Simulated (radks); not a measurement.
Values are calculated unless marked as measured or tabulated.
Problem. Te+, configuration [Kr] 4d8.5 5s2 5p4.5 (fractional occupations, a model configuration). Code: a radial shooting solver on a logarithmic mesh with Libxc functionals. Model: Dirac Kohn-Sham, PBE, spin-unpolarised, spherical densities, finite nucleus; open shells fill j = l - 1/2 first; Fermi nuclear charge, rms radius 4.7423 fm. Some entries of the table are withheld. Estimate them.

orbital  occ.  eigenvalue (hartree)  <r> (bohr)
1s1/2       2             -1162.271     0.02781
2s1/2       2             -178.9096      0.1194
2p1/2       2                   (1)         (2)
2p3/2       4                   (3)         (4)
3s1/2       2             -36.26667      0.3217
3p1/2       2             -31.65072      0.3121
3p3/2       4             -29.76937      0.3235
3d3/2       4             -21.63108      0.2945
3d5/2       6             -21.23748      0.2981
4s1/2       2              -6.78498      0.7590
4p1/2       2                   (5)      0.7931
4p3/2       4                   (6)      0.8203
4d3/2       4              -2.24900      0.9343
4d5/2     4.5              -2.19143      0.9450
5s1/2       2              -0.97737       1.932
5p1/2       2              -0.60871       2.254
5p3/2     2.5              -0.56715       2.344

Solution. 
(1) 2p1/2 eigenvalue (hartree): -167.6801
(2) 2p1/2 <r> (bohr): 0.1008
(3) 2p3/2 eigenvalue (hartree): -157.5938
(4) 2p3/2 <r> (bohr): 0.1064
(5) 4p1/2 eigenvalue (hartree): -5.18606
(6) 4p3/2 eigenvalue (hartree): -4.82006
